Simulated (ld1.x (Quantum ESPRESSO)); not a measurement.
Logarithmic derivatives: gallium (Ga), TM semilocal

```
Element                 : gallium (Ga)
Generator               : ld1.x (Quantum ESPRESSO) 7.5
Type                    : norm-conserving Troullier–Martins (semilocal form)
Functional              : PBE
Relativity              : scalar-relativistic
Frozen core             : [Ar] 3d10
Valence charge          : 3
Reference configuration : 4s1.5 4p0 (charge +1.5)
Partial waves           : 4s (bound): rc 1.40 bohr; 4p (bound, empty): rc 2.25 bohr; 4d channel at 0.5 Ry: rc 1.90 bohr
Local potential         : the d channel
Core correction         : Bessel-smoothed model core inside 1.45 bohr
```

The phase is arctan(r·u′/u) with u = r·R(r), unwrapped; energies in Ry, scanned from -4 to 5 Ry. A pole is an energy at which the radial function vanishes at the test radius. The pseudo phase is shifted by a multiple of π to meet the all-electron one at the reference energy, and phase errors are pseudo minus all-electron; the curves can meet again beyond the range given. Levels narrower than the energy grid can be missing from the lists of poles.

Problem. For each channel, where are the poles, and over which energies does the pseudopotential scatter like the atom?

Solution.

```tsv
channel	radius (bohr)	reference energy (Ry)	poles, all-electron	poles, pseudo	unbroken range about the reference energy with phases within 0.05 rad	phase error 1 Ry above the reference energy (rad)
s	2.45	-1.55	-0.21	-0.24	below 1.5	-0.003
p	2.45	-0.98	0.98	0.92	below 2.8	-0.004
d	2.45	0.50	-2.40, 3.10	2.21	-1.8 to 1.4	-0.054
```

Phases in the d channel:

```json
{"E (Ry)": "-4.00", "all-electron": "1.342", "pseudo": "-1.791"}
{"E (Ry)": "-3.52", "all-electron": "1.320", "pseudo": "-1.807"}
{"E (Ry)": "-3.04", "all-electron": "1.281", "pseudo": "-1.827"}
{"E (Ry)": "-2.56", "all-electron": "1.010", "pseudo": "-1.852"}
{"E (Ry)": "-2.08", "all-electron": "-1.814", "pseudo": "-1.886"}
{"E (Ry)": "-1.60", "all-electron": "-1.892", "pseudo": "-1.933"}
{"E (Ry)": "-1.12", "all-electron": "-1.971", "pseudo": "-2.004"}
{"E (Ry)": "-0.64", "all-electron": "-2.096", "pseudo": "-2.125"}
{"E (Ry)": "-0.16", "all-electron": "-2.346", "pseudo": "-2.370"}
{"E (Ry)": "0.32", "all-electron": "-2.965", "pseudo": "-2.970"}
{"E (Ry)": "0.80", "all-electron": "-3.870", "pseudo": "-3.882"}
{"E (Ry)": "1.28", "all-electron": "-4.313", "pseudo": "-4.355"}
{"E (Ry)": "1.76", "all-electron": "-4.503", "pseudo": "-4.573"}
{"E (Ry)": "2.24", "all-electron": "-4.605", "pseudo": "-4.721"}
{"E (Ry)": "2.72", "all-electron": "-4.672", "pseudo": "-4.891"}
{"E (Ry)": "3.20", "all-electron": "-4.722", "pseudo": "-5.353"}
{"E (Ry)": "3.68", "all-electron": "-4.766", "pseudo": "-7.046"}
{"E (Ry)": "4.16", "all-electron": "-4.809", "pseudo": "-7.537"}
{"E (Ry)": "4.64", "all-electron": "-4.857", "pseudo": "-7.674"}
```
